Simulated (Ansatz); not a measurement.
Start from `O=CSS` and change one atom or group to get `O=CS[SiH3]`.

Ansatz, PBE0-D4/def2-TZVP geometries, multiplicity 1. Each molecule was computed in one conformer, which needn't be the lowest.

| property | `O=CSS` |
| --- | --- |
| HOMO energy (ωB97M-V/def2-TZVPP) / eV | -9.77 |
| HOMO–LUMO gap (B3LYP/def2-TZVPP) / eV | 5.88 |
| LUMO energy (ωB97M-V/def2-TZVPP) / eV | 0.95 |
| ideal-gas entropy at 298 K and 1 bar (rigid rotor, harmonic PBE0-D4/def2-TZVP) / J/(mol·K) | 307 |
| LUMO energy (PBE/def2-TZVPP) / eV | -2.28 |
| HOMO–LUMO gap (PBE0/def2-TZVPP) / eV | 6.34 |

Problem. Give the same properties after the change, and the shifts. (Estimate.)

Solution. The calculation gave: 
```tsv
property	`O=CS[SiH3]`	shift
HOMO energy (ωB97M-V/def2-TZVPP) / eV	-10.15	-0.38
HOMO–LUMO gap (B3LYP/def2-TZVPP) / eV	6.35	0.47
LUMO energy (ωB97M-V/def2-TZVPP) / eV	1.03	0.08
ideal-gas entropy at 298 K and 1 bar (rigid rotor, harmonic PBE0-D4/def2-TZVP) / J/(mol·K)	316	9
LUMO energy (PBE/def2-TZVPP) / eV	-2.27	0.01
HOMO–LUMO gap (PBE0/def2-TZVPP) / eV	6.82	0.48
```

The zero-point energy changes by 42.5 kJ/mol with +6 modes.

B3LYP here is the variant with VWN-RPA as its local correlation; programs differ in this.
